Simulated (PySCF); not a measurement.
**Checking a proposed structure**

A compound C6H12O2 gives the data below (simulated from a calculation) and was assigned the structure `C=C(C)COCOC`.

$^{13}$C{$^{1}$H} NMR (computed): δ 176.1 (C), 80.6 (C), 28.8 (CH3, 3C), 25.0 (CH3).

$^{1}$H NMR (600 MHz, computed): δ 2.06 (s, 3H), 1.52 (s, 9H).

Calculated, not measured (PySCF): PBE0/pcSseg-1 with gauge-including orbitals, GFN2-xTB structure. Non-relativistic, fast rotation and ring inversion assumed for equivalent nuclei, in vacuum, a single conformation.

δ = σ(ref) − σ, references computed at the same level: $^{1}$H (31.72 ppm), $^{13}$C (186.93 ppm) against TMS.

(1) Compare with the shifts computed for the proposed structure, pairing carbons in order of shift.

(2) Which isomer fits?

Results:

(1) Mapped SMILES: `[CH2:1]=[C:2]([CH3:3])[CH2:4][O:5][CH2:6][O:7][CH3:8]` (H(Xn): hydrogen on atom n).

```json
{"atom": "C2", "computed for proposal": "148.7", "given list": "176.1", "difference": "-27.4"}
{"atom": "C1", "computed for proposal": "115.0", "given list": "80.6", "difference": "+34.4"}
{"atom": "C6", "computed for proposal": "100.3", "given list": "28.8", "difference": "+71.5"}
{"atom": "C4", "computed for proposal": "74.3", "given list": "28.8", "difference": "+45.5"}
{"atom": "C8", "computed for proposal": "56.7", "given list": "28.8", "difference": "+27.9"}
{"atom": "C3", "computed for proposal": "22.6", "given list": "25.0", "difference": "-2.4"}
```

The rms difference is 40.6 ppm and the largest +71.5 ppm at C6 (sp3 carbon bearing two oxygens). The proposal also would give 6 carbon signals, not 4. The carbon types in order of shift don't match either: C, CH2, CH2, CH2, CH3, CH3 for the proposal against C, C, CH3, CH3, CH3, CH3 in the data. The proposal doesn't fit.

(2) `CC(=O)OC(C)(C)C`.

1. Carbon types of the structure: 2 × C, 4 × CH3, which accounts for all hydrogens.
2. δC 176.1: ester carbonyl carbon; it is a carbonyl in resonance with an O or N lone pair, the region of acids, esters and amides.
3. δC 80.6: fully substituted sp3 carbon bonded to O; deshielded by the electronegative neighbour.
4. δC 25.0: methyl carbon α to a carbonyl; the adjacent C=O deshields it moderately.
5. δH 2.06: hydrogen on a methyl carbon α to a carbonyl; α to C=O.

The shifts were computed for this structure.

Shifts are as computed. Against solution values, carbons near 30 ppm lie about +3 ppm off and those near 130 ppm about +5 ppm. Of 1211 compounds with measured shifts, 218 miss one by over three times the rms of a fit or turn the order of signals round; such compounds aren't used in these exercises. No couplings were computed; multiplicities are counted from neighbouring protons, with m where these are inequivalent, close in shift, in a saturated or five-membered ring or joined by F or P, and br s for small geminal =CH2 splittings.
